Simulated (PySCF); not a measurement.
Lowest singlet excitation (eV) of eight silicon and germanium compounds: TDA-PBE beside TDA-ωB97X, computed with PySCF for isolated molecules in the bases named; differences from unrounded values. The eight are the first of their class met in an unordered collection, after screening for sound electronic states; none was chosen by its value. Each molecule has one DFT geometry for both levels.

| molecule | basis | TDA-ωB97X | TDA-PBE | difference |
|---|---|---|---|---|
| BFH6O2Si2, SMILES OB(O)[SiH2][SiH2]F | def2-SVPD | 6.19 | 5.44 | -0.75 |
| CH₇F₂NSi₂, SMILES N[Si@H](F)C[SiH2]F | def2-SVPD | 7.63 | 5.92 | -1.71 |
| C2H6OSi2, SMILES C1=C[SiH2]O[SiH2]1 | def2-SVPD | 6.28 | 5.26 | -1.02 |
| Si(All)(H)3 (C3H8Si), SMILES C(C=C)[SiH3] | def2-SVPD | 7.28 | 5.97 | -1.32 |
| C₂H₄F₂Si₂, SMILES C#C[Si@H](F)[SiH2]F | def2-SVPD | 5.58 | 4.95 | -0.64 |
| C₃H₁₀ClNSi, SMILES C[C@@H](N)[Si@H](C)Cl | def2-SVPD | 6.74 | 5.22 | -1.52 |
| C2H8FNSi2, SMILES F[Si@@H]1NC[Si@@H]1C | def2-SVPD | 6.54 | 5.39 | -1.15 |
| C3H7NSi, SMILES NC=C=C[SiH3] | def2-SVPD | 4.27 | 3.64 | -0.63 |

TDA-PBE lies below TDA-ωB97X in 8 and above it in 0 of the eight; the mean signed difference is -1.09 and the largest -1.71 eV.
